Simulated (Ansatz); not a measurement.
Cost and result for the atomization energy of C₃H₆BCl, SMILES `B/C=C/CCl` (11 atoms, 10 bonds).

```
atom    x (Å)    y (Å)    z (Å)
  B1  -0.5801  -1.1924  -1.7159
  C2  -0.0883  -0.0056  -0.8812
  C3   0.0584  -0.1204   0.4473
  C4   0.5689   0.9508   1.3368
 Cl5  -0.6089   1.2855   2.6411
  H6  -0.8661  -2.2120  -1.1558
  H7  -0.6811  -1.1269  -2.9058
  H8   0.1654   0.9524  -1.3345
  H9  -0.1978  -1.0580   0.9364
 H10   0.7377   1.8822   0.7991
 H11   1.4919   0.6444   1.8325
```

The species carries charge 0 and has multiplicity 1. The structure was optimised at the PBE0-D4/def2-TZVP level. It is one conformer, not always the lowest. Program: Ansatz. All runs use 4 threads of an Arm Neoverse V2 on a shared host. Times are those of one run each, without the atoms' runs, and a repeat can differ threefold. Electronic energies, without spin–orbit coupling; frozen cores. CCSD(T)/CBS adds CCSD(T) − MP2 in def2-TZVPP to the MP2 limit, and its time is that of the two runs behind it. T1 = 0.010. B3LYP takes the VWN-RPA correlation (the form of Gaussian; ORCA's B3LYP/G). HSE06 is the plane-wave form, built on full-range PBE exchange.

CCSD(T)/CBS is a level of theory with its own doubt, some kJ/mol a heavy atom from the limit and from the frozen cores, so smaller differences don't rank the functionals.

| level | functions | wall time | atomization (kcal/mol) | difference from CCSD(T)/CBS | per bond |
| --- | --- | --- | --- | --- | --- |
| revPBE-D4/def2-TZVPP | 250 | 1.5 s | 1016.9 | 4.9 | 0.5 |
| BLYP-D4/def2-TZVPP | 250 | 1.7 s | 1014.1 | 2.1 | 0.2 |
| PBE0-D4/def2-TZVPP | 250 | 2.1 s | 1025.8 | 13.8 | 1.4 |
| BHLYP-D4/def2-TZVPP | 250 | 2.1 s | 993.2 | -18.8 | -1.9 |
| HSE06-D4/def2-TZVPP | 250 | 2.3 s | 1026.6 | 14.6 | 1.5 |
| CCSD(T)/def2-SVP | 104 | 3.2 s | 971.0 | -41.0 | -4.1 |
| B3LYP-D4/def2-TZVPP (with forces) | 250 | 3.4 s | 1017.7 | 5.7 | 0.6 |
| r2SCANh-D4/def2-TZVPP | 250 | 3.7 s | 1016.4 | 4.4 | 0.4 |
| B2PLYP/def2-TZVPP | 250 | 3.9 s | 1007.4 | -4.6 | -0.5 |
| B97M-V/def2-TZVPP | 250 | 7 s | 1020.7 | 8.7 | 0.9 |
| MP2/def2-QZVPP | 478 | 16 s | 1020.5 | 8.5 | 0.9 |
| CCSD(T)/def2-TZVPP | 250 | 92 s | 989.4 | -22.6 | -2.3 |
| CCSD(T)/CBS(def2) | – | 110 s | 1012.0 | 0.0 | 0.0 |

The D4 term adds +7.9 kcal/mol with B3LYP and +4.2 kcal/mol with PBE0; it sums over pairs of atoms, weighted by their polarisabilities, and B3LYP, whose exchange is more repulsive, gets the larger term. In def2-TZVPP, CCSD(T) changes the Hartree–Fock value by +219.4 kcal/mol (the triples alone add +14.8 kcal/mol) and MP2 by +237.3 kcal/mol; breaking electron pairs costs correlation energy, which Hartree–Fock lacks. From r2SCAN to r2SCAN0 (25 % exact exchange), in def2-TZVPP and without D4, the atomization energy moves by −12.0 kcal/mol: exact exchange takes away binding that semilocal exchange gives to molecules.
